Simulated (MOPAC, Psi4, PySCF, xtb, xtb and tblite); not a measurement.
Two geometries of Si(OAc)4, SMILES CC(O[Si](OC(C)=O)(OC(=O)C)OC(=O)C)=O (C8H12O8Si), relaxed at GFN2-xTB with one dihedral held; other torsions can differ between them too.

Structure A

```
29

C     -0.0931     3.1574    -1.7968
C     -0.2222     2.3483    -0.5472
O     -0.6758     2.7238     0.4945
O      0.2331     1.0898    -0.7254
Si    -0.0852    -0.2108     0.2094
O     -1.4653    -0.0636     1.0622
C     -2.5531     0.6065     0.6185
C     -3.4160     1.0656     1.7466
O     -2.7467     0.7981    -0.5460
O     -0.1890    -1.5458    -0.7195
C      0.8118    -2.0173    -1.4979
C      0.5054    -3.3855    -2.0117
O      1.8093    -1.3890    -1.6947
O      1.1204    -0.3122     1.3094
C      1.8877    -1.3811     1.6080
C      3.1136    -0.9730     2.3646
O      1.6006    -2.4967     1.2890
H      0.8601     2.9517    -2.2750
H     -0.2009     4.2142    -1.5727
H     -0.8887     2.8478    -2.4729
H     -4.4024     1.3333     1.3808
H     -2.9380     1.9456     2.1753
H     -3.4742     0.2975     2.5118
H      1.2088    -3.6601    -2.7916
H     -0.5173    -3.4262    -2.3752
H      0.5992    -4.0753    -1.1743
H      3.7830    -0.4615     1.6756
H      3.6097    -1.8491     2.7706
H      2.8443    -0.2778     3.1547
```

Structure B

```
29

C     -0.3941     3.2031    -1.8672
C     -0.2103     2.4262    -0.6056
O     -0.4724     2.8005     0.5000
O      0.2844     1.1932    -0.8479
Si     0.0746    -0.0935     0.1289
O     -1.3269     0.0189     0.9621
C     -2.4298     0.7016     0.5858
C     -3.2925     1.0373     1.7580
O     -2.6415     0.9950    -0.5548
O      0.0083    -1.3861    -0.8617
C      0.8263    -2.4623    -0.8761
C      0.0997    -3.7000    -1.2924
O      1.9844    -2.3889    -0.5881
O      1.3049    -0.1874     1.1934
C      1.5854    -1.3080     1.8998
C      2.9885    -1.3069     2.4056
O      0.7721    -2.1711     2.0561
H      0.4441     3.0357    -2.5367
H     -0.5165     4.2585    -1.6449
H     -1.2979     2.8257    -2.3442
H     -4.2852     1.3237     1.4247
H     -2.8266     1.8775     2.2715
H     -3.3342     0.1967     2.4442
H      0.8075    -4.4692    -1.5855
H     -0.5920    -3.4740    -2.0984
H     -0.4735    -4.0467    -0.4337
H      3.6275    -1.5884     1.5694
H      3.1008    -2.0337     3.2041
H      3.2685    -0.3111     2.7353
```

Question: Which is lower in energy at the level Psi4 with B3LYP-D3(BJ)/def2-SVP // GFN2-xTB, and by how much?

Answer: A is lower, by 4.18 kJ/mol (dihedral O4–Si5–O10–C11: 60° in A, 120° in B).

E(B) − E(A) in kJ/mol at the other levels, on the same two geometries: GFN2-xTB (xtb and tblite) -1.49; B3LYP/def2-SVP // GFN2-xTB (Psi4) 7.11; PBE/def2-SVP // GFN2-xTB (Psi4) 6.22; PBE-D3(BJ)/def2-SVP // GFN2-xTB (Psi4) 4.54; PM6, restricted, heats of formation // GFN2-xTB (MOPAC) 6.67; AM1, restricted, heats of formation // GFN2-xTB (MOPAC) 9.45; GFN1-xTB // GFN2-xTB (xtb) -1.04; restricted B3LYP/6-31G*, spherical d, density fitting // GFN2-xTB (PySCF) 7.26; restricted BP86/6-31G*, spherical d, density fitting // GFN2-xTB (PySCF) 7.28; restricted Hartree-Fock/STO-3G, density fitting // GFN2-xTB (PySCF) 12.65.
